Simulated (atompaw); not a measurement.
## Plane-wave convergence, PAW (atompaw) potential for iron

iron, PAW, made with atompaw 4.2.0.5 (PBEsol, scalar-relativistic). Core [Ne], reference 3s2 3p6 3d6 4s1 4p1. Waves: 3s (bound): rc 1.04 bohr; 4s (bound): rc 1.30 bohr; 3p (bound): rc 1.22 bohr; 4p (bound): rc 1.22 bohr; 3d (bound): rc 1.30 bohr; 3d channel at 0.35 Ry: rc 1.30 bohr. Local part: troulliermartins scheme with l = 3 at 0 Ry, radius 1.16 bohr. Core correction: smooth core density matched at 0.76 bohr. Augmentation charge: besselshape compensation charge, radius 1.04 bohr; PAW radius 1.30 bohr; waves and projectors: custom polynom vanderbiltortho.

The pseudo-atom Hamiltonian at the reference potential is diagonalised in spherical Bessel functions j_l(qr) that vanish at 20 bohr, with q² up to the cutoff. All-electron valence levels (Ry): 3s -7.0191, 4s -0.4683, 3p -4.5321, 4p -0.1558, 3d -0.6764.

How do the lowest levels (Ry) of each channel move with the cutoff, and are there ghosts?

```tsv
cutoff (Ry)	s #1	s #2	s #3	p #1	p #2	d #1	f #1	Σ f·Δε (mRy)
8	-5.8811	-0.3598	-0.0111	-1.7151	-0.0536	0.0324	0.0941	23641.7
15	-6.7591	-0.4421	-0.0198	-3.2198	-0.1047	0.0294	0.0941	12706.0
25	-7.0014	-0.4668	-0.0222	-4.2267	-0.1425	-0.0904	0.0941	5399.0
40	-7.0180	-0.4682	-0.0224	-4.5157	-0.1550	-0.6280	0.0941	392.3
60	-7.0188	-0.4683	-0.0224	-4.5302	-0.1557	-0.6740	0.0941	26.9
90	-7.0191	-0.4683	-0.0224	-4.5319	-0.1557	-0.6758	0.0941	5.4
120	-7.0191	-0.4683	-0.0224	-4.5320	-0.1557	-0.6763	0.0941	1.5
180	-7.0191	-0.4683	-0.0224	-4.5321	-0.1557	-0.6764	0.0941	0.2
400	-7.0191	-0.4683	-0.0224	-4.5321	-0.1557	-0.6764	0.0941	0.0
```

Result: no extra level below or beside the all-electron valence levels (s, p, d, f tested); 10 mRy is reached at 90 Ry and 1 mRy at 140 Ry.
